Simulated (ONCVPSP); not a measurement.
# An all-electron radial function and its pseudo partner (Sm)

Columns: radius, all-electron u(r) and pseudo u(r) of the 5p shell (level -23.23 eV) of samarium in the configuration [Kr] 4d10 4f6 5s2 5p6 6s2; PBE, scalar-relativistic, ONCV scheme, ONCVPSP 4.0.1.

| r (bohr) | all-electron | pseudo |
| --- | --- | --- |
| 0.105 | 0.0400 | 0.0091 |
| 0.210 | 0.2753 | 0.0363 |
| 0.315 | -0.1013 | 0.0813 |
| 0.420 | -0.4080 | 0.1436 |
| 0.525 | -0.4350 | 0.2214 |
| 0.630 | -0.2599 | 0.3120 |
| 0.735 | -0.0000 | 0.4112 |
| 0.840 | 0.2633 | 0.5135 |
| 0.945 | 0.4890 | 0.6125 |
| 1.050 | 0.6624 | 0.7018 |
| 1.155 | 0.7830 | 0.7758 |
| 1.260 | 0.8565 | 0.8302 |
| 1.365 | 0.8913 | 0.8627 |
| 1.470 | 0.8955 | 0.8731 |
| 1.575 | 0.8771 | 0.8630 |
| 1.680 | 0.8426 | 0.8356 |
| 1.785 | 0.7974 | 0.7947 |
| 1.890 | 0.7456 | 0.7449 |
| 1.995 | 0.6905 | 0.6904 |
| 2.100 | 0.6346 | 0.6345 |
| 2.205 | 0.5794 | 0.5794 |
| 2.310 | 0.5263 | 0.5262 |
| 2.415 | 0.4759 | 0.4759 |
| 2.520 | 0.4288 | 0.4287 |
| 2.625 | 0.3851 | 0.3851 |
| 2.730 | 0.3450 | 0.3449 |

Task: How many radial nodes do the two functions have?

Result: The all-electron 5p function has n − l − 1 = 3 (the table is too coarse to show those close to the nucleus); the pseudo-wave has 0, since the states of the same l below it are removed with the core.

Task: At about which radius was the pseudo-wave matched?

Result: 2.10 bohr, where the columns begin to agree (steps of 0.10 bohr).

Task: Where does each function peak?

Result: Outermost all-electron maximum near 1.47 bohr, pseudo maximum near 1.47 bohr (to the table’s step).

Task: Is the pseudo-wave norm-conserving?

Result: Yes: the ONCV scheme keeps the norm inside the radius equal to the all-electron one, which fixes the energy derivative of the logarithmic derivative at the level.
